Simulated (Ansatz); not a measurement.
Born–Oppenheimer molecular dynamics of C4H8FNO (15 atoms, charge 0, multiplicity 1). It starts at the highest image of a converged band. Of that band: Beside the main top the profile has a ripple of under 15 meV (maxima at images 1, 4, 7), which may be a very shallow well or noise. Neighbouring images differ by up to 1.2 eV, so the band resolves the path poorly. A vibrational analysis at the climbing image gives one clearly imaginary mode, 527i cm⁻¹: a first-order saddle point.

Method: RKS LDA/6-31G* (Ansatz 0.2.0).

| Property | Result |
| --- | --- |
| ensemble | NVE (velocity Verlet) |
| time step | 0.5 fs |
| steps asked | 200 |
| starting velocities drawn for | 100 K |
| seed | 9944 |

First frame:

```xyz
15
Properties=species:S:1:pos:R:3
C -0.220 -1.331 -0.066
C 0.678 -0.282 -0.492
N 1.954 -0.521 -0.763
C 0.264 1.088 -0.580
F 1.276 1.856 -1.144
C -0.874 1.556 -0.056
O -2.011 -0.124 1.571
H -1.057 -1.445 -0.778
H -0.838 -0.956 0.871
H 0.284 -2.301 0.091
H 2.539 0.278 -1.025
H 2.344 -1.464 -0.724
H -1.663 0.694 0.799
H -0.984 2.655 -0.104
H -1.715 0.248 2.429
```

**Question.** What does the run give?

**Answer.** All steps were run.

```json
{
  "steps done": "200",
  "time covered": "100 fs",
  "mean temperature over the second half": "434 K",
  "spread of the potential energy over the second half": "12.5 meV per atom",
  "mean potential energy of the second half above the start": "-37.5 meV per atom"
}
```

The conserved energy stayed within 0.74 meV per atom of its start (net change 0.54 meV per atom), so the integration is sound. The system heated up, since it started high on the potential surface and ran downhill. A run of 0.1 ps of so small a system gives no equilibrium averages. The orbitals stay closed-shell, which can raise the energy where a bond breaks towards radicals; this wasn't checked here.

**Question.** What happens to the structure?

**Answer.** The step under study would form O7–H13 and break C6–H13. These pairs go: O7–H13 1.18 → 2.60 Å, C6–H13 1.45 → 1.17 Å. In the last frame they stand as before the step (other bonds may differ from the relaxed reactants and products). Also parted: C1–H9 1.18 → 2.42 Å. Also joined: O7–H9 1.60 → 0.87 Å. It ends as C4H6FN + H2O. Pairs count as bonded within 1.25 times the sum of covalent radii (0.12 Å more for H–H). The details hang on the random start.

**Question.** How do temperature and energy run in time?

**Answer.** 
```
time (fs)  T (K)  potential energy less start (eV)  conserved less start (meV/atom)
      0.0    100                             0.000                             0.00
      8.0     49                             0.086                             0.05
     16.0    118                            -0.030                             0.02
     24.0    381                            -0.476                            -0.31
     32.0    331                            -0.388                             0.03
     40.0    554                            -0.764                            -0.13
     48.0    358                            -0.429                             0.25
     56.0    489                            -0.655                            -0.12
     64.0    348                            -0.415                             0.08
     72.0    505                            -0.683                            -0.17
     80.0    354                            -0.424                             0.22
     88.0    589                            -0.832                            -0.65
     96.0    296                            -0.328                             0.08
```

Time of the run: 4.9 min on 2 threads of Arm Neoverse V2, on a shared host, peak memory 0.16 GiB.
